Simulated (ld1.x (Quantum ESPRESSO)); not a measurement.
# Logarithmic derivatives: Si (Z = 14), TM

silicon, norm-conserving Troullier–Martins (Kleinman–Bylander form), made with ld1.x (Quantum ESPRESSO) 7.5 (PBEsol, scalar-relativistic). Core [Ne], reference 3s1.75 3p2.25. Waves: 3s (bound): rc 1.60 bohr; 3p (bound): rc 1.75 bohr; 3d channel at 0.2 Ry: rc 1.40 bohr. Local part: all-electron potential smoothed inside 1.35 bohr (lloc = -1). Core correction: none.

The phase is arctan(r·u′/u) with u = r·R(r), unwrapped; energies in Ry, scanned from -3 to 5 Ry. A pole is an energy at which the radial function vanishes at the test radius. The pseudo phase is shifted by a multiple of π to meet the all-electron one at the reference energy, and phase errors are pseudo minus all-electron; the curves can meet again beyond the range given. Levels narrower than the energy grid can be missing from the lists of poles.

For each channel, where are the poles, and over which energies does the pseudopotential scatter like the atom?

| channel | radius (bohr) | reference energy (Ry) | poles, all-electron | poles, pseudo | unbroken range about the reference energy with phases within 0.05 rad | phase error 1 Ry above the reference energy (rad) |
| --- | --- | --- | --- | --- | --- | --- |
| s | 1.90 | -0.81 | 2.70 | 2.04 | below 1.9 | -0.012 |
| p | 1.90 | -0.31 | 3.65 | 3.15 | below 3.5 | -0.015 |
| d | 1.90 | 0.20 | 4.08 | 4.12 | the whole range | +0.001 |

Phases in the s channel:

| E (Ry) | all-electron | pseudo |
| --- | --- | --- |
| -3.00 | 1.120 | 1.115 |
| -2.52 | 1.035 | 1.029 |
| -2.04 | 0.898 | 0.892 |
| -1.56 | 0.650 | 0.645 |
| -1.08 | 0.179 | 0.177 |
| -0.60 | -0.481 | -0.482 |
| -0.12 | -0.953 | -0.960 |
| 0.36 | -1.202 | -1.216 |
| 0.84 | -1.341 | -1.362 |
| 1.32 | -1.429 | -1.460 |
| 1.80 | -1.491 | -1.536 |
| 2.28 | -1.537 | -1.607 |
| 2.76 | -1.575 | -1.695 |
| 3.24 | -1.607 | -1.875 |
| 3.72 | -1.637 | -2.991 |
| 4.20 | -1.666 | -4.380 |
| 4.68 | -1.694 | -4.576 |
